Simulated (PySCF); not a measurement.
Isomers of [C9H7O2]- (charge -1), from PySCF, PBE0-D3(BJ)/def2-SVP geometry optimisation, gas phase. One conformer each, no zero-point energy, no frequencies.

**Question.** Which isomer lies lower at this level?
A. `[CH2:1]=[C:2]1[CH:3]=[CH:4][CH:5]=[C:6]([C:7](=[O:8])[O-:9])[CH:10]=[CH:11]1` (charge -1) with C5–C6–C7–O8 178°: A = 2663, B = 697.5, C = 552.8 MHz, dipole 8.48 D
B. `[CH:1]#[C:2][C:3](/[CH:4]=[CH:5]/[O-:6])=[CH:7]/[CH:8]=[CH:9]\[CH:10]=[O:11]` (charge -1) with C2–C3–C4–C5 0°, C3–C7–C8–C9 180°, C8–C9–C10–O11 180°: A = 2163, B = 429.3, C = 358.2 MHz, dipole 3.03 D

**Answer.** A. That is `C=C1C=CC=C(C(=O)[O-])C=C1`, 47.4 kcal/mol below the other.

```csv
SMILES,mapped SMILES,E (Eh),relative (kcal/mol),relative (kJ/mol),dipole about centre of mass (D)
C=C1C=CC=C(C(=O)[O-])C=C1,[CH2:1]=[C:2]1[CH:3]=[CH:4][CH:5]=[C:6]([C:7](=[O:8])[O-:9])[CH:10]=[CH:11]1,-496.71034,0.0,0.0,8.48
C#CC(/C=C/[O-])=C/C=C\C=O,[CH:1]#[C:2][C:3](/[CH:4]=[CH:5]/[O-:6])=[CH:7]/[CH:8]=[CH:9]\[CH:10]=[O:11],-496.63486,47.4,198.2,3.03
```
